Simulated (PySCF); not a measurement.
# Two-component Hartree-Fock for S⁺ (sulfur, charge +1)

Start: [Ne] 3s2 3p3; 3p1/2 filled at m_j = -1/2, +1/2; 3p3/2 filled at m_j = +3/2. Calculated with PySCF 2.14 in x2c-QZVPPall-2c (9s7p4d2f1g, 73 functions): generalised Hartree-Fock with the X2C-1e Hamiltonian and a Gaussian nucleus; one run each with spin-orbit coupling (SO) switched off, then screened by Boettger's factors.

```tsv
spinor shell	electrons	ε, spin-free (eV)	ε, screened SO (eV)	weight of nominal j (screened SO)	rms radius, screened SO (bohr)
1s1/2	2	-2523.1	-2523.1	1.000	0.112
2s1/2	2	-257.88	-257.88	1.000	0.516
2p1/2	2	-193.29	-194.56	0.813	0.489
2p3/2	4	-193.29	-192.66	0.906	0.492
3s1/2	2	-33.877	-33.877	1.000	1.78
3p1/2	2	-23.454	-23.474	0.511	2.03
3p3/2	1	-23.454	-23.415	1.000	2.03
```

```tsv
quantity	spin-free	screened SO
E (hartree)	-398.25854	-398.25911
M_J	3/2	3/2
⟨J²⟩	3.751	3.751
⟨L²⟩	0.000	0.001
⟨S²⟩	3.751	3.750
```

Each row is a mean over spinors that exchange with the open shell spreads, by up to 9.380 eV (3s1/2).

Rows whose weight is well below 1 are mixtures of j = l ± 1/2: exchange outweighs spin-orbit coupling there, and the label is only the starting occupation.

Without spin-orbit coupling the j labels of p, d and f shells carry no meaning; the spin-free column gives the mean over the occupied spinors of each nl shell.
